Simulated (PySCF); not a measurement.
SMILES [SiH](C=C)(N)N (CAM-B3LYP/def2-SVP optimised geometry):

```
13

Si     0.022    -1.682     0.000
N     -0.710    -2.419    -1.375
N     -0.392    -2.566     1.418
C     -0.581     0.092     0.000
C     -1.172     0.643     1.063
H      1.518    -1.682     0.000
H     -1.068    -1.865    -2.144
H     -0.502    -3.371    -1.655
H     -1.346    -2.820     1.647
H      0.244    -2.675     2.197
H     -0.439     0.723    -0.889
H     -1.518     1.682     1.076
H     -1.333     0.064     1.979
```

Method: CAM-B3LYP/def2-TZVP (PySCF 2.14.0).

Problem. What are the frontier orbital energies and the dipole moment?

Solution. HOMO-2 -9.05 eV, HOMO-1 -8.87 eV, HOMO -8.45 eV, LUMO 0.96 eV, LUMO+1 1.96 eV; dipole moment 0.66 D.

On the same geometry PBE/def2-TZVP (PySCF) gives HOMO-2 -6.58 eV, HOMO-1 -5.95 eV, HOMO -5.63 eV, LUMO -1.16 eV, LUMO+1 0.31 eV; dipole moment 0.76 D.

Meta-Löwdin charges at CAM-B3LYP/def2-TZVP: Si1 1.00, N2 -0.75, N3 -0.75, C4 -0.38, C5 -0.22, H6 -0.16, H7 0.24, H8 0.23, H9 0.23, H10 0.24, H11 0.11, H12 0.11, H13 0.11.
